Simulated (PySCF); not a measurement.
BH6NO2Si, SMILES OB(O)N[SiH3]. Atoms are numbered in the order given.

```xyz
11

Si    -0.0033     1.8149     0.0000
N      0.7553     0.2317     0.0000
B      0.0164    -0.9957     0.0000
O     -1.3533    -0.8833     0.0000
O      0.5704    -2.2577     0.0000
H     -0.8444     2.0375    -1.2065
H     -0.8444     2.0375     1.2065
H      1.1088     2.8067     0.0000
H      1.7706     0.2055     0.0000
H     -1.7868    -1.7475     0.0000
H      1.5360    -2.2637     0.0000
```
Charge 0, spin multiplicity 1.

Geometry optimised at TPSSh-D3(BJ)/def2-SVP. This is a generated structure with no PubChem entry under its InChIKey; it may be hypothetical. The values are those of a single conformer.

Computed with TDA-ωB97X/def2-SVPD in PySCF.

Vertical excitations. Gas-phase values at a fixed geometry. State labels are in the subgroup Cs.

### Question
List the lowest excited states. (An estimate is asked for; the answer gives what the named calculation found.)

### Answer

```
state  symmetry  energy (eV)  λ (nm)      f                                                                  main pairs
-----  --------  -----------  ------  -----  --------------------------------------------------------------------------
S1           A"         6.86     181  0.005                                                              HOMO→LUMO 79 %
S2           A"         8.18     152  0.001                         HOMO→LUMO+3 51 %, HOMO→LUMO+4 17 %, HOMO−3→LUMO 9 %
S3           A"         8.34     149  0.034                        HOMO→LUMO+1 36 %, HOMO→LUMO+4 34 %, HOMO→LUMO+3 14 %
S4           A"         8.38     148  0.000                        HOMO−1→LUMO 50 %, HOMO→LUMO+4 17 %, HOMO→LUMO+1 11 %
S5           A'         8.52     145  0.161                                                            HOMO→LUMO+5 90 %
S6           A"         8.64     143  0.006      HOMO→LUMO+1 32 %, HOMO→LUMO+4 19 %, HOMO−1→LUMO 16 %, HOMO→LUMO+2 13 %
S7           A'         8.79     141  0.013                    HOMO−2→LUMO 46 %, HOMO−2→LUMO+3 36 %, HOMO−2→LUMO+2 10 %
S8           A"         8.88     140  0.041                         HOMO→LUMO+2 48 %, HOMO→LUMO+7 13 %, HOMO−1→LUMO 8 %
S9           A'         9.35     133  0.051                                                            HOMO−4→LUMO 67 %
S10          A"         9.43     132  0.002  HOMO−3→LUMO 27 %, HOMO−1→LUMO+3 14 %, HOMO→LUMO+3 10 %, HOMO−1→LUMO+2 10 %
T1           A"         6.69     185      0                                                              HOMO→LUMO 73 %
T2           A'         7.93     156      0                                         HOMO→LUMO+5 75 %, HOMO→LUMO+10 16 %
T3           A"         7.95     156      0                        HOMO→LUMO+3 46 %, HOMO→LUMO+4 14 %, HOMO−3→LUMO 12 %
T4           A"         8.08     153      0                         HOMO→LUMO+4 42 %, HOMO→LUMO+1 24 %, HOMO→LUMO+3 9 %
```
Triplets are in the Tamm–Dancoff approximation.
